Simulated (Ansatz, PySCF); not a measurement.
Isomers of CH9NSi2. Gas-phase values, no solvent. One relaxed conformer stands for each flexible species; it need not be the lowest. Strings in code marks are SMILES. Quantity: electronic energy of isomers of CH9NSi2 relative to `C[SiH2]N[SiH3]` (C–Si–N–Si torsion 75°). Level 1: PBE-D3(BJ)/def2-TZVP // PBE0-D4/def2-TZVP (PySCF). Level 2: frozen-core CCSD(T)/cc-pVTZ // PBE0-D4/def2-TZVP (Ansatz, a quantum-chemistry and plane-wave program).

```
case                                                               level 1 (kcal/mol)  level 2 (kcal/mol)
-----------------------------------------------------------------  ------------------  ------------------
`C[Si@@H](N)[SiH3]` (Si–Si–N–H torsion 161°)                                      9.8                13.7
`C[SiH2][SiH2]N` (C–Si–Si–N torsion -63°, Si–Si–N–H torsion -53°)                11.1            withheld
`CN([SiH3])[SiH3]`                                                               19.8                20.1
`[SiH3]CN[SiH3]` (Si–C–N–Si torsion 155°)                                        34.0                36.1
`NC[SiH2][SiH3]` (H–N–C–Si torsion -64°, N–C–Si–Si torsion -53°)                 40.0                44.8
```

Q: Fit level 2 = a + b·x to the 4 complete rows by least squares, with x = level 1 in kcal/mol. Give a, b and the rms residual, and predict the withheld value.

A: Means of the 4 rows: x̄ = 25.9, ȳ = 28.675 kcal/mol. Σ(x − x̄)² = 560.84 and Σ(x − x̄)(y − ȳ) = 580.91, so b = 1.036 and a = ȳ − b·x̄ = 1.84 kcal/mol. The rms residual is 1.68 kcal/mol. At x = 11.1 the line gives 13.3 kcal/mol. The run for `C[SiH2][SiH2]N` (C–Si–Si–N torsion -63°, Si–Si–N–H torsion -53°) gave 14.9 kcal/mol, so the line is off by 1.6 kcal/mol, within twice the rms residual.

Codes: Ansatz, PySCF.
